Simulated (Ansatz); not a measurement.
The same ligand exchange along the group Si, Ge, Sn.

Calculated with Ansatz (gas phase, PBE0-D4/def2-TZVP geometries, no zero-point term in ΔE). CCSD(T)/CBS adds triple-zeta CCSD(T) − MP2 to the extrapolated MP2 energy (def2 sets, frozen cores). This one scheme is used for every species. Functionals use def2-TZVPP. def2 core potentials past Kr. For Br, Ge, Sn outer-core shells are correlated without core-valence functions, which leaves a few kJ/mol of doubt a bond. Scalar relativity is left out up to krypton. Each species was taken in one conformer, which may not be the lowest.

| reaction | revPBE-D4 (kJ/mol) |
| --- | --- |
| `N[Si]F` + HBr → `F[Si]Br` + NH₃ | -27 |
| `[NH2][Ge][F]` + HBr → `[F][Ge][Br]` + NH₃ | -65 |
| `[NH2][Sn][F]` + HBr → `[F][Sn][Br]` + NH₃ | -104 |

Give the CCSD(T)/CBS values in the same order. (Estimate.)

Computed: -20, -57, -103 kJ/mol.

Largest T1 diagnostic: 0.017, for `[NH2][Sn][F]`.
